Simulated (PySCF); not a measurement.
```xyz
9

O      1.6898     0.2350    -0.5131
Ge    -0.0001     0.0000     0.0000
O     -0.7895    -0.8929    -1.3242
O      0.0823    -0.8070     1.5863
O     -0.9829     1.4646     0.2510
H      1.7395     0.2597    -1.4848
H     -1.7422    -0.6939    -1.3349
H      0.8996    -1.3321     1.6474
H     -0.8965     1.7665     1.1723
```

Charge 0, multiplicity 1.

Task: Give the Mulliken and meta-Löwdin atomic charges from PBE-D3(BJ)/def2-TZVP (PySCF 2.14.0).

Result: 
| atom | Mulliken (e) | meta-Löwdin (e) |
|---|---|---|
| O1 | -0.51 | -0.71 |
| Ge2 | 0.76 | 1.43 |
| O3 | -0.51 | -0.71 |
| O4 | -0.51 | -0.71 |
| O5 | -0.51 | -0.71 |
| H6 | 0.32 | 0.35 |
| H7 | 0.32 | 0.35 |
| H8 | 0.32 | 0.35 |
| H9 | 0.32 | 0.35 |
